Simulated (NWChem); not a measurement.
Species: SiNH$_{2}$F$_{3}$; SMILES F[Si](F)(F)N

```xyz
7

N     -0.0071    -1.6276     0.4278
Si     0.0000    -0.0014    -0.0011
F     -1.3083     0.3345    -0.8581
F      1.3146     0.3247    -0.8522
F      0.0012     1.0510     1.2101
H     -0.8519    -2.0897     0.7403
H      0.8323    -2.0965     0.7442
```
Atoms are numbered in this order, from 1.

Program: NWChem. Geometry: optimised at PBE0/def2-SVP. Atomic charges in e: unrestrained fits to the electrostatic potential beside Mulliken populations; buried atoms are poorly determined by the fit.

Estimate the computed values for B3LYP/def2-SVP. Quantities: ESP N1; Mulliken N1; ESP Si2; Mulliken Si2; ESP F3; Mulliken F3; ESP F4; Mulliken F4; ESP F5; Mulliken F5; relative RMS misfit of the potential (%).


```yaml
ESP N1: -1.02
Mulliken N1: -0.36
ESP Si2: 1.35
Mulliken Si2: 1.05
ESP F3: -0.36
Mulliken F3: -0.32
ESP F4: -0.36
Mulliken F4: -0.32
ESP F5: -0.38
Mulliken F5: -0.32
relative RMS misfit of the potential (%): 15
```
